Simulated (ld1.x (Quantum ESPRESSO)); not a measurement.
**Sn (Z = 50): excitation energies, all-electron against TM**

Sn (Z = 50), norm-conserving Troullier–Martins (Kleinman–Bylander form), made with ld1.x (Quantum ESPRESSO) 7.5 (LDA (PZ), scalar-relativistic). Core [Kr] 4d10, reference 5s2 5p2. Waves: 5p (bound): rc 2.60 bohr; 5s (bound): rc 1.70 bohr. Local part: the s channel. Core correction: Bessel-smoothed model core, default radius (core density twice the valence density).

Energies are relative to the spin-unpolarised reference configuration 5s2 5p2; without spin polarisation the order of configurations can differ from experiment. Spin-polarised rows fill each open shell by Hund’s rule, majority spin first. The frozen-core shift is the all-electron ΔE with the core orbitals held at their reference shape minus the fully relaxed ΔE.

```
   valence configuration  charge  ΔE all-electron (eV)  error AE − PS (meV)  frozen-core shift (meV)
                 5s2 5p1      +1                 7.098                 -8.4                      +11
                 5s2 5p0      +2                21.362                  -62                      +78
                 5s1 5p0      +3                52.813                 -333                     +420
               5s2 5p1.5    +0.5                 2.716                 -1.7                     +2.0
                 5s0 5p4       0                14.400                  -58                      +53
                 5s1 5p2      +1                14.833                  -37                      +45
5s2 5p1 (spin-polarised)      +1                 6.945                 -9.9                      +13
```

Question: What are ΔE and the potential's error for 5s2 5p2 (spin-polarised)?

Answer: ΔE = -0.475 eV all-electron; the error (AE − PS) is -2.5 meV.

Question: What are ΔE and the potential's error for 5s2 5p2.3?

Answer: ΔE = -0.899 eV all-electron; the error (AE − PS) is +0.1 meV.

Levels in the configuration 5s1 5p2:

```json
{"level": "5s", "all-electron (eV)": "-19.056", "pseudo (eV)": "-19.139"}
{"level": "5p", "all-electron (eV)": "-11.223", "pseudo (eV)": "-11.263"}
```
